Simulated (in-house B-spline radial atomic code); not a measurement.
**PBE hybrid excitations of neutral cadmium**

Method: PBE hybrid with 0.5 exact exchange. Computed with a B-spline radial code for spherical atoms: linear response of the closed shell [Kr] 4d10 5s2 with the functional's adiabatic kernel; scalar-relativistic (spin-free one-electron X2C), finite nucleus, no spin-orbit coupling, no double excitations, S, P, D and F terms only; shells from n = 3 respond. Only terms of natural parity with L up to 3 were computed.

Command:
```bash
python run_td.py task.json out
```
Settings (radii: box in bohr, nucleus in fm):
```
Z                        48
electrons                48
configuration            [Kr] 4d10 5s2
hamiltonian              x2c
method                   pbeh
box_radius               75
exact_exchange_fraction  0.5
rms_radius               4.6087
intervals                77
```

Cost of the run: 3.2 s on 1 thread of Intel(R) Xeon(R) Platinum 8259CL CPU @ 2.50GHz (Skylake/Cascade Lake), with other jobs on the host.

The lowest states, in the order of their Tamm-Dancoff energies; the method's threshold (minus the highest occupied level) is 7.033 eV. Labels give the largest channel, * marks a mixed state, and oscillator strengths are full-response dipole values. Measured ¹D terms are left out, since they can mix with doubly excited terms. Semilocal kernels can invert the small singlet-triplet splittings of Rydberg terms. Energies in eV:

| state | full response | Tamm-Dancoff | oscillator strength | measured (J-weighted term) |
| --- | --- | --- | --- | --- |
| 5s → 5p 3P | 3.184 | 3.399 | - | 3.874 |
| 5s → 5p 1P | 4.928 | 5.090 | 1.45 | 5.417 |
| 5s → 6s 3S | 5.699 | 5.707 | - | 6.383 |
| 5s → 6s 1S | ? | ? | - | ? |
| 5s → 6p 3P | 6.350 | 6.358 | - | - |
| 5s → 6p 1P | ? | ? | ? | - |
| 5s → 5d 3D | 6.535 | 6.536 | - | 7.378 |
| 5s → 5d 1D | 6.553 | 6.554 | - | - |
| 5s → 7s 3S | 6.572 | 6.573 | - | - |
| 5s → 7s 1S | 6.612 | 6.614 | - | - |

Task: Where does 5s → 6s 1S lie?

Result: At 5.941 eV in full response, 5.952 eV in Tamm-Dancoff; measured 6.610 eV.

Task: Where does 5s → 6p 1P lie?

Result: At 6.459 eV in full response, 6.478 eV in Tamm-Dancoff, oscillator strength 0.0522.

Task: How large is the singlet-triplet splitting of 5s → 5p (P terms) in Tamm-Dancoff?

Result: 1.69 eV, from the unrounded values.

Task: What polarisabilities and dispersion coefficient does the method give?

Result: Dipole 53.99 bohr³, quadrupole 475.9 bohr⁵, C6 499.1 hartree·bohr⁶ for two such species. Recommended dipole value: 46 ± 2 bohr³ (Schwerdtfeger and Nagle, table of static dipole polarizabilities (2023 update)), which includes relativity and correlation.
